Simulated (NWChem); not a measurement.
System: C$_{2}$H$_{6}$GeO, singlet; SMILES [O](C)[Ge][CH3]

NWChem input:

```
start job
memory heap 200 mb stack 900 mb global 1100 mb
geometry units angstroms noautoz
  Ge     0.449040    -0.679559     0.000158
  C     -1.573942    -0.863903     0.003234
  H     -1.828871    -1.929693    -0.000808
  H     -2.028838    -0.397511    -0.880189
  H     -2.022914    -0.406149     0.894279
  O      0.644366     1.119763    -0.002301
  C     -0.337723     2.139653    -0.003027
  H     -1.363131     1.750735     0.009387
  H     -0.195676     2.778506     0.878270
  H     -0.211606     2.763029    -0.897805
end
basis spherical
  * library def2-tzvpp
end
dft
  xc xpbe96 cpbe96
  iterations 150
  semidirect filesize 400000000
  mulliken
end
task dft energy
```

Low-valent species are run as closed-shell singlets; no triplet was tried in these runs. All runs use the structure optimised with B3LYP/6-31G* (spherical d).

Q: Predict the main results of this run. (PBE/def2-TZVPP.) Quantities: basis functions; energy (Ha); highest occupied level (eV); orbital gap (eV); dipole (D).

A: 
```json
{
  "number_of_basis_functions": "225",
  "energy (Ha)": "-2231.60",
  "highest occupied level (eV)": "-5.45",
  "orbital gap (eV)": "2.81",
  "dipole (D)": "1.51"
}
```
